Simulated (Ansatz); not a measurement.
Program: Ansatz. Geometries: PBE0-D4/def2-TZVP. ΔE: electronic, gas phase. CBS: MP2 limit from def2 TZ/QZ plus the TZ coupled-cluster correction, frozen cores. This one scheme is used for every species. Functionals use def2-TZVPP. One conformer a species, not always the lowest.

Consider the formal exchange of groups at the Si–S bond: `BS[SiH2]C` + `O[SiH3]` → `C[SiH2][SiH2]O` + `BS`.

```csv
level,ΔE (kJ/mol)
BLYP-D4,54.5
BHLYP-D4,64.5
PBE0,53.0
r2SCAN0,61.1
BHLYP,63.5
HF/def2-QZVPP,71.7
MP2/CBS(def2),75.4
CCSD/CBS(def2),64.3
```

Task: What does CCSD(T)/CBS give? (Best estimate.)

Result: Ansatz gave: +64.1 kJ/mol. The listed levels differ from it by -9.6, 0.4, -11.1, -3.0, -0.6, 7.6, 11.3, 0.2 kJ/mol.

Task: What do rigid-rotor, harmonic-oscillator terms from PBE0-D4/def2-TZVP frequencies (298.15 K, 1 bar) make of the CCSD(T)/CBS value? (Estimate.)

Result: The calculation gave: ΔZPE = -0.6 kJ/mol, ΔH = +64.1 kJ/mol, ΔS = 1 J/(mol·K), ΔG = +63.6 kJ/mol. Modes under 50 cm⁻¹ make the entropy rough.

Largest T1 diagnostic among the species: 0.015.

From BLYP to BHLYP (50 % exact exchange), in def2-TZVPP and without D4, ΔE moves by +11.6 kJ/mol. At CCSD(T), def2-SVP lies −8.3 kJ/mol from the extrapolated value and def2-TZVPP −2.6 kJ/mol. Leaving LDA and LC-ωPBE aside and taking each functional with its dispersion term where it has one, the values, not all of them listed here, spread over 16.8 kJ/mol, from PBE-D4 to ωB97M-V.
